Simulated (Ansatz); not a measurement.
Isolated molecules relaxed with PBE0-D4/def2-TZVP in Ansatz; ΔE leaves out vibrations. CCSD(T)/CBS adds triple-zeta CCSD(T) − MP2 to the extrapolated MP2 energy (def2 sets, frozen cores). DFT in def2-TZVPP. def2 core potentials past Kr. For In, Sn outer-core shells are correlated without core-valence functions, which leaves a few kJ/mol of doubt a bond. One conformer a species, not always the lowest.

`C[O][In]([F])[F]` + `O[CH2][SnH2][OH]` → `O[CH2][In]([F])[F]` + `C[O][SnH2][OH]`  (redistribution)

```tsv
level	ΔE (kcal/mol)
PBE-D4	-9.3
ωB97X-V	-5.9
ωB97M-V	-6.7
PBE	-9.1
r2SCAN	-9.2
CCSD/def2-TZVPP	-4.8
SCS-MP2/def2-QZVPP	-5.3
MP2/CBS(def2)	-6.4
```

What does CCSD(T)/CBS give? (An estimate is asked.)

Computed: -5.9 kcal/mol. The listed levels differ from it by -3.4, 0.0, -0.8, -3.2, -3.3, 1.1, 0.6, -0.5 kcal/mol.

Largest T1 diagnostic among the species: 0.017.

In def2-TZVPP, CCSD(T) changes the Hartree–Fock value by −2.3 kcal/mol (the triples alone add −0.4 kcal/mol) and MP2 by −2.7 kcal/mol. From PBE to PBE0 (25 % exact exchange), in def2-TZVPP and without D4, ΔE moves by +1.5 kcal/mol.
